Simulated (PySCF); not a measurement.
**Radial density of Be (beryllium, neutral)**

UHF, [He] 2s1 2p1, high-spin 3P determinant (an excited configuration). Calculation: PySCF 2.14, in ANO-RCC-VTZP (4s3p2d1f, 30 functions); scalar relativity by spin-free X2C-1e.

| r (bohr) | 4πr²ρ (e/bohr) | 4πr²(ρα − ρβ) |
| --- | --- | --- |
| 0.00506 | 0.01105 | 0.0002 |
| 0.00852 | 0.03012 | 0.0006 |
| 0.0143 | 0.08094 | 0.0017 |
| 0.0241 | 0.2111 | 0.0044 |
| 0.0405 | 0.5232 | 0.0110 |
| 0.0682 | 1.188 | 0.0246 |
| 0.115 | 2.333 | 0.0470 |
| 0.193 | 3.611 | 0.0665 |
| 0.324 | 3.794 | 0.0541 |
| 0.546 | 2.150 | 0.0320 |
| 0.918 | 0.6269 | 0.1928 |
| 1.54 | 0.6357 | 0.6190 |
| 2.60 | 0.6672 | 0.6672 |
| 4.37 | 0.1961 | 0.1961 |
| 7.35 | 0.009242 | 0.0092 |
| 12.4 | 2.799e-05 | 0.0000 |

Densities and radii are taken from the X2C orbitals without a picture-change correction, which distorts them close to the nucleus.
